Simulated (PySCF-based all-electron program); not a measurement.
Results of a calculation; reference values are marked as such.
**Force along the bond of BaSe, singlet**

Method: all-electron DFT (in-house code on PySCF), basis-limit composite values; Koelling–Harmon scalar relativity, no spin–orbit coupling, spin-restricted. Forces are good to about 0.002 eV/Å. A positive force pushes the atoms apart.

```json
{"r (Å)": "2.096", "PBE (eV/Å)": "17.414"}
{"r (Å)": "2.227", "PBE (eV/Å)": "?"}
{"r (Å)": "2.358", "PBE (eV/Å)": "?"}
{"r (Å)": "2.620", "PBE (eV/Å)": "?"}
{"r (Å)": "2.882", "PBE (eV/Å)": "-1.783"}
```

Question: Fill in the missing PBE forces.

Answer: 2.227 Å: 10.465 eV/Å; 2.358 Å: 5.739 eV/Å; 2.620 Å: 0.433 eV/Å.

Question: Fit a Morse curve to the forces within 0.84 to 1.25 of the listed length with the smallest force. Where does the force vanish, what is the force constant, and what harmonic wavenumber follows with standard atomic masses?

Answer: PBE: 2.655 Å, 12 eV/Å², about 250 cm⁻¹. The points are far apart, so these are estimates.
